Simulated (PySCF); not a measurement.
A calculated (MN15, PySCF 2.14, Sapporo-DZP-2012, the spin-free X2C one-electron Hamiltonian (Gaussian nucleus)) atom or ion has these occupied shells.

| shell | electrons | orbital energy (eV) | rms radius, mean of both spins (bohr) |
| --- | --- | --- | --- |
| 1s α | 1 | -2408.3 | 0.113 |
| 1s β | 1 | -2407.9 | 0.113 |
| 2s α | 1 | -224.23 | 0.531 |
| 2s β | 1 | -223.78 | 0.531 |
| 2p α | 3 | -173.47 | 0.491 |
| 2p β | 3 | -173.02 | 0.491 |
| 3s α | 1 | -31.303 | 1.78 |
| 3s β | 1 | -27.222 | 1.78 |
| 3p α | 3 | -20.028 | 2.01 |

Question: Name the element and its charge.

Answer: S⁺ (sulfur, charge +1), in [Ne] 3s2 3p3, high-spin 4S determinant.
